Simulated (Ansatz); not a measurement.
H₆NOPSi (`N[SiH2]OP`), relaxed with RKS PBE-D4/def2-SVP in Ansatz from a rough embedded geometry. The force threshold is 0.03 eV/Å; the program also tests the step.

The species carries charge 0 and has multiplicity 1.

Start:

```xyz
10

N     1.030    0.285   -1.151
Si    0.624    0.695    0.386
O    -0.106   -0.623    1.048
P    -1.582   -0.903    0.678
H     0.165    0.120   -1.730
H     1.477    1.118   -1.655
H     1.903    1.027    1.095
H    -0.230    1.846    0.332
H    -1.377   -1.622   -0.496
H    -1.905   -1.942    1.493
```

Problem. How much energy does the relaxation release, and in how many steps? (Estimate.)

Solution. Computed: 1.21 eV, in 23 steps, 2 of them rejected.

Problem. Which bonds change most? (Best estimate.)

Solution. Ansatz gave: O3–P4 from 1.547 to 1.687 Å; P4–H10 from 1.359 to 1.449 Å; N1–Si2 from 1.641 to 1.730 Å; Si2–H8 from 1.435 to 1.502 Å.

Problem. Give the relaxed structure. (An estimate is asked.)

Solution. Ansatz gave: 
```xyz
10

N     1.001    0.867   -1.335
Si    0.610    0.818    0.349
O    -0.113   -0.614    0.916
P    -1.635   -1.134    0.406
H     0.273    1.070   -2.024
H     1.710    0.242   -1.725
H     1.877    0.888    1.141
H    -0.320    1.971    0.595
H    -1.283   -2.481   -0.001
H    -2.121   -1.625    1.679
```
